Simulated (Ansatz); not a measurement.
Gas-phase electronic energies from Ansatz, PBE0-D4/def2-TZVP geometries. CBS: MP2 limit from def2 TZ/QZ plus the TZ coupled-cluster correction, frozen cores. For Ge outer-core shells are correlated without core-valence functions, which leaves a few kJ/mol of doubt a bond. Scalar relativity is left out up to krypton. One conformer a species, not always the lowest.

Reaction (ligand exchange at the Si–O bond): `[SiH3]O[SiH2]CCl` + `[OH][GeH]([F])[SH]` → `[OH][GeH]([F])[S][SiH3]` + `O[SiH2]CCl`

```csv
level,ΔE (kJ/mol)
CCSD(T)/def2-TZVPP,44.1
HF/CBS(def2),64.8
```

Q: What does CCSD(T)/CBS give? (Best estimate.)

A: The calculation gave: +41.0 kJ/mol. The listed levels differ from it by 3.1, 23.8 kJ/mol.

Largest T1 diagnostic among the species: 0.012.

From PBE to PBE0 (25 % exact exchange), in def2-TZVPP and without D4, ΔE moves by +3.9 kJ/mol. In def2-TZVPP, CCSD(T) changes the Hartree–Fock value by −17.8 kJ/mol (the triples alone add −3.7 kJ/mol) and MP2 by −20.7 kJ/mol.

CCSD(T)/CBS has its own doubt, a few kJ/mol and more with outer-core shells, so smaller differences from it don't rank the levels.
